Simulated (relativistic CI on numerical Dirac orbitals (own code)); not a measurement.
# Level scheme of Nb36+

Calculated at this level of theory: Dirac-Coulomb-Breit CI, orbitals from a KLI potential per configuration, QED by a radiative potential, unscaled Slater integrals (own radial code, finite nucleus).

CI space (outside the closed core 1s2): 2s²2p, 2s2p², 2p³, 2p²3s, 2p²3p, 2p²3d, 2s²3s, 2s²3p, 2s²3d, 2s2p3s, 2s2p3p, 2s2p3d, 2s²4s, 2s²4p, 2s²4d, 2s²4f, 2s2p4s, 2s2p4p, 2s2p4d, 2s2p4f, 2s²5s, 2s²5p, 2s²5d, 2s²5f, 2s²5g, 2s3s², 2s3s3p, 2s3s3d, 2s3p², 2s3p3d, 2s2p5s, 2s2p5p, 2p3s², 2s2p5d, 2s2p5f, 2s2p5g. Levels of other configurations are missing.

| No. | Configuration | Term | J | E (eV) | % | Landé g | Lifetime (s) |
| --- | --- | --- | --- | --- | --- | --- | --- |
| 41 | 2p²3s | ⁴P | 1/2 | 3030.75 | 55 | 2.072 | 6.36e-14 |
| 42 | 2s2p3p | ⁴P | 3/2 | 3032.37 | 50 | 1.620 | 6.91e-14 |
| 43 | 2s2p3p | ²D | 5/2 | 3035.16 | 40 | 1.364 | 3.40e-14 |
| 44 | 2s2p3s | ²P° | 1/2 | 3042.95 | 92 | 0.749 | 3.59e-14 |
| 45 | 2s2p3s | ²P° | 3/2 | 3045.45 | 87 | 1.357 | 6.89e-14 |
| 46 | 2s2p3p | ⁴D | 7/2 | 3054.85 | 100 | 1.421 | 1.10e-11 |
| 47 | 2s2p3p | ²P | 3/2 | 3058.52 | 48 | 1.507 | 2.65e-14 |
| 48 | 2p²3p | ⁴D° | 1/2 | 3059.93 | 42 | 0.664 | 3.65e-14 |
| 49 | 2s2p3p | ²D | 5/2 | 3069.11 | 51 | 1.374 | 2.49e-14 |
| 50 | 2s2p3p | ²S | 1/2 | 3071.34 | 55 | 1.542 | 1.88e-14 |
| 51 | 2s2p3p | ²P | 1/2 | 3083.03 | 60 | 1.130 | 2.79e-14 |
| 52 | 2s2p3p | ²D | 3/2 | 3084.29 | 67 | 0.965 | 6.37e-14 |
| 53 | 2s2p3d | ⁴F° | 9/2 | 3091.75 | 100 | 1.327 | 4.56e-10 |
| 54 | 2s2p3d | ⁴D° | 5/2 | 3092.10 | 50 | 1.265 | 6.66e-15 |
| 55 | 2s2p3d | ⁴D° | 7/2 | 3093.16 | 51 | 1.321 | 7.64e-15 |
| 56 | 2s2p3d | ⁴P° | 3/2 | 3094.18 | 49 | 1.413 | 6.32e-15 |
| 57 | 2s2p3d | ⁴P° | 1/2 | 3095.27 | 87 | 2.333 | 6.98e-15 |
| 58 | 2p²3p | ⁴D° | 3/2 | 3096.63 | 26 | 1.341 | 2.36e-14 |
| 59 | 2s2p3d | ²D° | 5/2 | 3105.10 | 46 | 1.287 | 9.22e-15 |
| 60 | 2s2p3p | ²D | 5/2 | 3108.29 | 75 | 1.247 | 7.24e-14 |
| 61 | 2s2p3d | ²D° | 3/2 | 3109.99 | 39 | 1.147 | 1.00e-14 |
| 62 | 2s2p3p | ²P | 3/2 | 3112.19 | 36 | 1.333 | 5.68e-14 |
| 63 | 2s2p3d | ²F° | 7/2 | 3116.01 | 85 | 1.179 | 5.26e-15 |
| 64 | 2p²3s | ⁴P | 3/2 | 3120.02 | 38 | 1.245 | 4.53e-14 |
| 65 | 2s2p3p | ²S | 1/2 | 3120.96 | 61 | 1.740 | 1.53e-13 |
| 66 | 2p²3s | ⁴P | 3/2 | 3121.01 | 27 | 1.057 | 6.66e-14 |
| 67 | 2s2p3d | ²P° | 1/2 | 3122.21 | 84 | 0.674 | 6.76e-15 |
| 68 | 2p²3s | ²P | 1/2 | 3128.47 | 56 | 1.255 | 4.47e-14 |
| 69 | 2p²3s | ²D | 5/2 | 3131.01 | 33 | 1.318 | 1.58e-14 |
| 70 | 2p²3d | ⁴D | 5/2 | 3138.37 | 16 | 1.242 | 2.00e-14 |
| 71 | 2p²3s | ²D | 3/2 | 3138.93 | 51 | 1.032 | 3.97e-14 |
| 72 | 2s2p3d | ²F° | 5/2 | 3144.88 | 68 | 0.933 | 6.13e-15 |
| 73 | 2s2p3d | ²D° | 3/2 | 3146.97 | 67 | 0.916 | 5.77e-15 |
| 74 | 2p²3p | ⁴P° | 1/2 | 3147.40 | 40 | 1.640 | 2.64e-14 |
| 75 | 2s2p3d | ²F° | 7/2 | 3149.69 | 84 | 1.164 | 1.60e-14 |
| 76 | 2p²3p | ⁴D° | 3/2 | 3152.89 | 45 | 1.111 | 3.54e-14 |
| 77 | 2s2p3d | ²P° | 1/2 | 3153.42 | 87 | 0.666 | 8.13e-15 |
| 78 | 2s2p3d | ²D° | 5/2 | 3157.78 | 74 | 1.152 | 5.43e-15 |
| 79 | 2s2p3d | ²P° | 3/2 | 3161.59 | 86 | 1.306 | 7.44e-15 |
| 80 | 2p²3p | ²F° | 5/2 | 3162.85 | 31 | 1.104 | 4.07e-14 |
| 81 | 2p²3p | ²P° | 3/2 | 3179.76 | 34 | 1.395 | 2.12e-14 |
| 82 | 2p²3p | ⁴D° | 5/2 | 3180.59 | 52 | 1.421 | 2.67e-14 |
| 83 | 2p²3p | ⁴P° | 1/2 | 3183.73 | 39 | 1.748 | 2.40e-14 |
| 84 | 2p²3p | ²D° | 3/2 | 3188.35 | 47 | 1.219 | 2.27e-14 |
| 85 | 2p²3p | ²F° | 7/2 | 3193.28 | 52 | 1.264 | 3.21e-14 |

Energies count from the lowest computed level; ° marks odd parity; lifetimes are radiative, by E1, M1, E2, M2 decay to levels of this space only.

The mean weight of the leading LS term, summed over parents, in these 45 levels is 57 %, and that of the leading jj configuration (from the same eigenvectors) 86 %, so jj coupling describes them better and the LS labels are nominal.

At this charge energies of transitions that change n are usually good to better than 1 %, and those within a shell (Δn = 0) to a few per cent.

LS names give the leading component of a level, which can be under half, so a name can repeat, a term be missing and a line seem to break the LS rules.
